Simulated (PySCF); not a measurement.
Isomers of C2H7FGe, mass 123.974 u with the commonest isotopes. Computed with PBE0-D3(BJ)/def2-SVP geometry optimisation, gas phase in PySCF 2.14.0. One conformer each, none proved a minimum here; rigid rotors.

Question: Order these by rotational constant C, largest first.
A. `C[C@@H](F)[GeH3]`
B. `[H][Ge]([CH3])([CH3])[F]` (GeHMe2F)
C. `[F:1][CH2:2][CH2:3][GeH3:4]` with F1–C2–C3–Ge4 51°

Answer: B (3107 MHz), A (2183 MHz), C (1996 MHz).

Question: Order these by rotational constant A, smallest first.
A. `C[C@@H](F)[GeH3]`
B. GeHMe2F, `[F][GeH]([CH3])[CH3]`
C. `[F:1][CH2:2][CH2:3][GeH3:4]` with F1–C2–C3–Ge4 51°

Answer: B (5289 MHz), A (8044 MHz), C (10410 MHz).

Question: Order these by radius of gyration √(Σ m r²/M), smallest first.
A. `[F:1][CH2:2][CH2:3][GeH3:4]` with F1–C2–C3–Ge4 51°
B. `[H][Ge]([CH3])([CH3])[F]` (GeHMe2F)
C. `C[C@@H](F)[GeH3]`

Answer: B (1.212 Å), C (1.394 Å), A (1.455 Å).

```tsv
SMILES	point group	Ia (u·Å²)	Ib (u·Å²)	Ic (u·Å²)	κ	μa (D)	μb (D)	μc (D)
[H][Ge]([CH3])([CH3])[F]	Cs	95.55	105.79	162.64	0.53	0.02	2.54	0.21
C[C@@H](F)[GeH3]	C1	62.83	187.71	231.46	-0.83	0.10	1.47	0.66
FC[CH2][GeH3]	C1	48.55	223.29	253.25	-0.94	0.17	1.88	0.31
```
